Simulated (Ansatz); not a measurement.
Single points on KNa₃.

```yaml
crystal:
  periodic: [false, false, false]
  atoms:
    - {symbol: Na, position_ang: [1.012225, -0.235523, -1.202806]}
    - {symbol: Na, position_ang: [-0.888303, 0.455609, 1.276313]}
    - {symbol: Na, position_ang: [1.390778, 2.954635, 1.048820]}
    - {symbol: K, position_ang: [-1.514711, -3.174722, -1.122327]}
basis:
  gaussian: {orbitals: def2-TZVP, initial_orbitals: start.molden}
hamiltonian: {xc: pbe}
scf: {omitted_lower_state_checks: [starts]}
output: {forces: true, orbitals: {seedname: orbitals}}
```

The file start.molden holds the orbitals of an earlier run on this structure, at another level or in another basis.

```sh
$ ansatz run in.yaml --threads 4 --pin off --events-out ev --progress --plain --max-ram 3916MiB
```

Shortened log:

```
Functional definition: PBE
1156 factors; their error is unknown
mean field evaluation 1: about -29558.0074 eV, gradient 7.2e0 eV
mean field evaluation 2: about -29558.0546 eV, gradient 9.3e-2 eV
mean field evaluation 4: about -29558.0270 eV, gradient 1.1e-3 eV
mean field -29558.02702019 eV, -1086.2374578417 hartree, gradient 1.7e-5 eV, S^2 0.000000; 0 other end points of the search recorded, 0 dependent functions left out
reference -29558.02707109 eV, -1086.2374597123 hartree; 26, 26 occupied and 103, 103 virtual orbitals, 1156 factors
Total energy: -29558.02707109 eV, -1086.2374597123 hartree
Atom 0 at     1.012225    -0.235523    -1.202806 Å, force    -0.051384    -0.023148     0.031509 eV/Å
Atom 1 at    -0.888303     0.455609     1.276313 Å, force     0.052656     0.023328    -0.034310 eV/Å
Atom 2 at     1.390778     2.954635     1.048820 Å, force    -0.027141    -0.028342     0.004606 eV/Å
Atom 3 at    -1.514711    -3.174722    -1.122327 Å, force     0.025869     0.028162    -0.001805 eV/Å
Dipole moment:    -0.239508    -0.415021    -0.105380 e Å
Checks for a lower state left out: starts
```

It took 1.5 s on 4 threads of Arm Neoverse V1 on a shared host.

First input, but with `hamiltonian: {xc: {name: CAM-B3LYP}}`, `output: {orbitals: {seedname: orbitals}}` (abridged; 2.1 s):

```
Functional definition: CAM-B3LYP
mean field -29572.84886143 eV, -1086.7821504607 hartree, gradient 1.4e-5 eV, S^2 0.000000
Total energy: -29572.84897845 eV, -1086.7821547610 hartree
Checks for a lower state left out: starts
```

The first input with `hamiltonian: {xc: pbe0}`, `output: {orbitals: {seedname: orbitals}}` (abridged; 1.6 s):

```
Functional definition: PBE0
mean field -29560.38453520 eV, -1086.3240949202 hartree, gradient 6.7e-5 eV, S^2 0.000000
Total energy: -29560.38457284 eV, -1086.3240963036 hartree
Checks for a lower state left out: starts
```

As the first input, with `hamiltonian: {xc: {name: B3LYP}}`, `output: {orbitals: {seedname: orbitals}}` (abridged; 1.9 s):

```
Functional definition: B3LYP
mean field -29574.79597717 eV, -1086.8537056444 hartree, gradient 2.7e-5 eV, S^2 0.000000
Total energy: -29574.79621850 eV, -1086.8537145131 hartree
Checks for a lower state left out: starts
```

First input, but with `gaussian: {orbitals: def2-TZVPP, initial_orbitals: start.molden}`, `correlation: {method: ccsd_t}`, `output: {orbitals: {seedname: orbitals}}` and without the key `hamiltonian` (abridged; 20 s):

```
Functional definition: HF
mean field evaluation 16: about -29514.7319 eV, gradient 7.2e-1 eV
mean field evaluation 32: about -29514.7266 eV, gradient 1.9e-2 eV
mean field evaluation 64: about -29513.6291 eV, gradient 1.0e-2 eV
mean field -29516.38807700 eV, -1084.7072549035 hartree, gradient 1.6e-6 eV, S^2 0.000000; 1 other end points of the search recorded, 0 dependent functions left out; unrestricted orbitals would lower it
determinant -29516.38807700 eV, -1084.7072549035 hartree, with singles and doubles -29536.41964964 eV, -1085.4434016200 hartree
determinant -29514.72672134 eV, -1084.6462012088 hartree, with singles and doubles -29534.79772677 eV, -1085.3837970538 hartree
8 core orbitals not correlated: weight in the atoms' cores, before any rotation towards them, 1.000 or more for the frozen orbitals, at most 0.000 for the correlated occupied ones
second order -18.98033573 eV of doubles, -0.00000000 eV of singles
cycle   1  -19.97579959 eV  change   -5.4e-1 eV  update   4.1e-2
cycle   2  -20.00809868 eV  change   -3.2e-2 eV  update   1.1e-2
cycle   3  -20.01154203 eV  change   -3.4e-3 eV  update   4.6e-3
cycle   4  -20.01178647 eV  change   -2.4e-4 eV  update   1.7e-3
cycle   5  -20.01145864 eV  change    3.3e-4 eV  update   8.4e-4
cycle   6  -20.01129592 eV  change    1.6e-4 eV  update   3.9e-4
cycle   7  -20.01134935 eV  change   -5.3e-5 eV  update   1.9e-4
cycle   8  -20.01141180 eV  change   -6.2e-5 eV  update   9.2e-5
cycle   9  -20.01141224 eV  change   -4.4e-7 eV  update   4.5e-5
perturbative correction -0.36605513 eV, -0.0134522778 hartree
Total energy: -29536.76554437 eV, -1085.4561130168 hartree
Checks for a lower state left out: starts
```

The first input with `hamiltonian: {xc: r2scan}`, `output: {orbitals: {seedname: orbitals}}` (abridged; 3 s):

```
Functional definition: r2SCAN
mean field -29569.46559092 eV, -1086.6578175628 hartree, gradient 2.1e-5 eV, S^2 0.000000
Total energy: -29569.46560854 eV, -1086.6578182103 hartree
Checks for a lower state left out: starts
```

Geometry: r2SCAN/def2-TZVP.

B3LYP takes the VWN-RPA correlation. Correlated methods freeze 8 core orbitals; core or outer-core shells of Na, K are correlated, in sets that lack core-valence functions. The restricted singlet is unstable towards broken spin symmetry in Hartree–Fock (as tested in another run); at PBE/def2-TZVP, CAM-B3LYP/def2-TZVP, PBE0/def2-TZVP, B3LYP/def2-TZVP and others this wasn't settled. At CCSD(T)/def2-TZVPP the restricted singlet (for correlated methods, its reference) is unstable: a solution with broken spin symmetry lies lower. Another isomer (triplet) lies 0.07 eV lower at r2SCAN/def2-TZVP; other spin states weren't run for this one.
